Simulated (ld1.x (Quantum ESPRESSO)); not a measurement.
**Reading a pseudo-wave (antimony)**

Columns: radius, all-electron u(r) and pseudo u(r) of the 5s shell (level -20.64 eV) of antimony in the configuration [Kr] 4d10 5s2 5p2; PBE, scalar-relativistic, TM scheme, ld1.x (Quantum ESPRESSO) 7.5.

| r (bohr) | all-electron | pseudo |
| --- | --- | --- |
| 0.115 | -0.1022 | 0.0175 |
| 0.230 | 0.2491 | 0.0364 |
| 0.345 | 0.0920 | 0.0584 |
| 0.460 | -0.2114 | 0.0852 |
| 0.575 | -0.3761 | 0.1190 |
| 0.690 | -0.3649 | 0.1617 |
| 0.805 | -0.2333 | 0.2153 |
| 0.920 | -0.0461 | 0.2810 |
| 1.035 | 0.1504 | 0.3581 |
| 1.150 | 0.3298 | 0.4439 |
| 1.265 | 0.4798 | 0.5324 |
| 1.380 | 0.5968 | 0.6161 |
| 1.495 | 0.6821 | 0.6871 |
| 1.610 | 0.7390 | 0.7397 |
| 1.725 | 0.7718 | 0.7718 |
| 1.840 | 0.7847 | 0.7847 |
| 1.955 | 0.7818 | 0.7818 |
| 2.070 | 0.7666 | 0.7666 |
| 2.185 | 0.7419 | 0.7419 |
| 2.300 | 0.7104 | 0.7104 |
| 2.415 | 0.6741 | 0.6741 |
| 2.530 | 0.6348 | 0.6348 |
| 2.645 | 0.5939 | 0.5939 |
| 2.760 | 0.5524 | 0.5524 |
| 2.875 | 0.5112 | 0.5112 |
| 2.990 | 0.4710 | 0.4710 |

Q: How many radial nodes do the two functions have?

A: The all-electron 5s function has n − l − 1 = 4 (the table is too coarse to show those close to the nucleus); the pseudo-wave has 0, since the states of the same l below it are removed with the core.

Q: At about which radius was the pseudo-wave matched?

A: 1.85 bohr. The columns agree to 0.0005 from 1.73 bohr on; several derivatives are matched, so the curves merge somewhat inside the radius.

Q: Where does each function peak?

A: Outermost all-electron maximum near 1.84 bohr, pseudo maximum near 1.84 bohr (to the table’s step).

Q: Is the pseudo-wave norm-conserving?

A: Yes: the TM scheme keeps the norm inside the radius equal to the all-electron one, which fixes the energy derivative of the logarithmic derivative at the level.
